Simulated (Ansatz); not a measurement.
Calculated with Ansatz (gas phase, PBE0-D4/def2-TZVP geometries, no zero-point term in ΔE). CCSD(T)/CBS is the MP2 limit (def2-TZVPP, def2-QZVPP) plus CCSD(T) − MP2 in def2-TZVPP, frozen cores. This one scheme is used for every species. Functionals use def2-TZVPP. B3LYP here is the variant with VWN-RPA as its local correlation; programs differ in this. One conformer a species, not always the lowest.

`[SiH3]CO[SiH2]Cl` + `NCCO` → `OCCN[SiH3]` + `CO[SiH2]Cl`  (ligand exchange at the Si–C bond)

| level | ΔE (kcal/mol) | difference from CCSD(T)/CBS |
| --- | --- | --- |
| PBE-D4 | -13.7 | 1.2 |
| B3LYP-D4 | -15.3 | -0.4 |
| ωB97X-V | -14.9 | 0.0 |
| ωB97M-V | -14.9 | 0.0 |
| PBE | -13.6 | 1.3 |
| r2SCAN | -15.1 | -0.2 |
| PBE0 | -14.3 | 0.6 |
| B3LYP | -15.2 | -0.3 |
| MP2/def2-TZVPP | -15.8 | -0.9 |
| SCS-MP2/def2-TZVPP | -16.0 | -1.1 |
| CCSD/def2-TZVPP | -15.2 | -0.3 |
| CCSD(T)/def2-TZVPP | -15.0 | -0.1 |
| HF/def2-QZVPP | -17.1 | -2.2 |
| MP2/def2-QZVPP | -15.8 | -0.9 |
| HF/CBS(def2) | -17.2 | -2.3 |
| CCSD/CBS(def2) | -15.1 | -0.2 |
| CCSD(T)/CBS | -14.9 | 0 |

Largest T1 diagnostic among the species: 0.011.

In def2-TZVPP, CCSD(T) changes the Hartree–Fock value by +2.1 kcal/mol (the triples alone add +0.2 kcal/mol) and MP2 by +1.2 kcal/mol.
